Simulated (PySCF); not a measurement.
Compound: C5H8OS.
SMILES: `CO[C@H](C)C=C=S`

The closed-shell SCF was solved with PySCF and density fitting under several settings on one GFN2-xTB geometry (grid level 2 and gas phase unless stated).

```tsv
settings	basis functions	SCF cycles	E (Eh)	HOMO (eV)	LUMO (eV)	dipole (D)
PBE0/pcseg-1, grid level 1, start guess huckel	142	15	-668.1700	-6.54	-2.20	0.71
BLYP/6-31++G**, grid level 3, start guess huckel	178	17	-668.5807	-5.23	-2.87	0.76
```

Problem. Estimate the rows for these settings: (1) PBE0/pcSseg-0, IEF-PCM tetrahydrofuran, energy threshold 1e-07 Eh; (2) PBE0/6-31++G**, IEF-PCM acetone, energy threshold 1e-11 Eh, fitting basis def2-universal-jkfit; (3) HF/def2-SVPD.

Solution. 
```
                                                                                      settings  basis functions  SCF cycles     E (Eh)  HOMO (eV)  LUMO (eV)  dipole (D)
                             PBE0/pcSseg-0, IEF-PCM tetrahydrofuran, energy threshold 1e-07 Eh               83           9  -667.1629      -6.66      -2.17        0.91
PBE0/6-31++G**, IEF-PCM acetone, energy threshold 1e-11 Eh, fitting basis def2-universal-jkfit              178          13  -668.2462      -6.52      -2.13        1.04
                                                                                  HF/def2-SVPD              214          13  -666.0141      -8.92       1.42        0.90
```

Problem. Over all rows, what range does the HOMO–LUMO gap span?

Solution. From 2.36 eV (BLYP/6-31++G**, grid level 3, start guess huckel) to 10.34 eV (HF/def2-SVPD). The functional of the narrowest has no exact exchange, that of the widest 100 % exact exchange.

Whole jobs, the steps after the SCF included, on one thread, Intel Xeon Platinum 8488C (x86_64), no GPU, shared host:

```csv
settings,work after the SCF,wall time,peak memory
"PBE0/pcseg-1, grid level 1, start guess huckel","spin–spin couplings from 13 perturbed nuclei, spin–dipole term left out",17 s,0.81 GiB
"BLYP/6-31++G**, grid level 3, start guess huckel","3 singlets by full TDDFT, polarisability",50 s,0.61 GiB
"PBE0/pcSseg-0, IEF-PCM tetrahydrofuran, energy threshold 1e-07 Eh","shieldings, charges and field gradients",9.5 s,0.78 GiB
"PBE0/6-31++G**, IEF-PCM acetone, energy threshold 1e-11 Eh, fitting basis def2-universal-jkfit","spin–spin couplings from 13 perturbed nuclei, spin–dipole term left out",31 s,0.94 GiB
HF/def2-SVPD,"6 singlets by TDHF, polarisability, density and orbital grids written",16 s,0.86 GiB
```

All basis functions are spherical, in the Pople sets too. The species at its GFN2-xTB geometry (one conformer only).

Shape of the structure used: `[CH3:1][O:2][C@H:3]([CH3:4])[CH:5]=[C:6]=[S:7]`: C1–O2–C3–C4 -165°, O2–C3–C5–C6 -98°.
